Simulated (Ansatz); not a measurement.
Start from `C[SiH]([SiH3])[AsH2]` and change one atom or group to get `C[SiH]([SiH3])I`.

Ansatz, PBE0-D4/def2-TZVP geometries, multiplicity 1. 

Elements past krypton have def2 core potentials. Scalar relativity is left out up to krypton.

| property | `C[SiH]([SiH3])[AsH2]` |
| --- | --- |
| size of the dipole moment (PBE/def2-TZVPP) / D | 0.90 |
| HOMO–LUMO gap (ωB97M-V/def2-TZVPP) / eV | 10.56 |
| HOMO energy (PBE0/def2-TZVPP) / eV | -7.09 |
| HOMO energy (PBE/def2-TZVPP) / eV | -6.09 |
| LUMO energy (PBE0/def2-TZVPP) / eV | -0.18 |
| LUMO energy (PBE/def2-TZVPP) / eV | -0.96 |

**Question.** What does the change do to each property? (Best estimate.)

**Answer.** Ansatz gave: 
```json
{"property": "size of the dipole moment (PBE/def2-TZVPP) / D", "`C[SiH]([SiH3])I`": "1.78", "shift": "0.88"}
{"property": "HOMO–LUMO gap (ωB97M-V/def2-TZVPP) / eV", "`C[SiH]([SiH3])I`": "10.42", "shift": "-0.14"}
{"property": "HOMO energy (PBE0/def2-TZVPP) / eV", "`C[SiH]([SiH3])I`": "-7.35", "shift": "-0.26"}
{"property": "HOMO energy (PBE/def2-TZVPP) / eV", "`C[SiH]([SiH3])I`": "-6.26", "shift": "-0.17"}
{"property": "LUMO energy (PBE0/def2-TZVPP) / eV", "`C[SiH]([SiH3])I`": "-0.76", "shift": "-0.58"}
{"property": "LUMO energy (PBE/def2-TZVPP) / eV", "`C[SiH]([SiH3])I`": "-1.59", "shift": "-0.63"}
```

With PBE0 the HOMO falls by 0.26 eV and the LUMO falls by 0.58 eV, so the gap narrows by about 0.32 eV. PBE moves the HOMO by -0.17 eV and ωB97M-V by -0.34 eV. Dipoles are sizes alone; their direction can turn.

Spin–orbit coupling is left out; it splits and shifts lone-pair levels of the heavy atoms by tenths of an eV.
